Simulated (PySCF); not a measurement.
A GIAO shielding run with PySCF (density fitting, non-relativistic, gas phase) on SMILES CS(=O)(=O)COC[SiH3], C$_{3}$H$_{10}$O$_{3}$SSi:

```
$ OMP_NUM_THREADS=1 python probes_run.py task.json out

{"job": {"kind": "nmr", "xc": "PBE0", "basis": "pcSseg-1"}, "charge": 0, "multiplicity": 1}
C      1.866166     0.819173    -1.194106
S      1.661795    -0.888130    -0.618900
O      0.745252    -1.560222    -1.503345
O      2.957064    -1.485896    -0.432012
C      0.872588    -0.669516     1.037115
O     -0.221037     0.160873     0.920564
C     -1.393463    -0.466419     0.390742
Si    -2.661632     0.937246     0.165215
H      0.965764     1.357146    -0.927560
H      2.737725     1.229934    -0.703624
H      1.998479     0.793273    -2.267803
H      0.630016    -1.667007     1.417082
H      1.622757    -0.187274     1.661882
H     -1.737870    -1.236610     1.091369
H     -1.157149    -0.963575    -0.552944
H     -2.933670     1.533684     1.472563
H     -2.080789     1.937511    -0.731582
H     -3.880756     0.362127    -0.402935
```

Hardware: 1 thread of an Arm Neoverse V1, shared host. The job also computes population analyses, field gradients.

(1) How large is the calculation?

(2) How long does it take, and how much memory does it need?

Answers

(1) 82 electrons, 200 basis functions and 1086 auxiliary functions.

(2) 44 s of wall time, with 14 SCF cycles and 4 response iterations; peak memory 0.9 GiB. Times on a shared host scatter by some tens of per cent.
